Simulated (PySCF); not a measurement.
**WH₃: one-bond stretch**

Level of theory: PySCF, UPBE0, basis W def2-TZVP with ECP60, H def2-TZVP (scalar-relativistic core potentials, no spin–orbit coupling, density fitting).

Rigid scan from the quartet minimum (W–H 1.710 Å (×3); H–W–H 112.3° (×3)). Coordinate: the bond from W to the last atom (H) scaled, the rest fixed. Energies in kJ/mol from the minimum.

```csv
scale of one bond,E (kJ/mol),dipole size (D),⟨S²⟩
0.92,15.5,1.62,3.78
0.96,3.5,1.63,3.78
1.00,0.0,1.65,3.78
1.05,4.5,1.69,3.78
1.12,22.1,1.78,3.79
1.20,51.9,1.90,3.81
1.35,117.8,2.10,3.87
1.55,194.4,–,4.16
1.80,247.6,–,4.52
2.20,273.1,–,4.74
```

Spin contamination is strong at 1.55, 1.80, 2.20, so these points are less reliable.

With open d or f shells other occupations or spin states may lie lower. With an element this heavy the missing spin–orbit coupling can shift these numbers.

Other isomers or separated fragments may lie lower.

The scan took 7.8 s on 2 threads of a shared Arm Neoverse V2 host; the process peaked at 0.73 GiB.
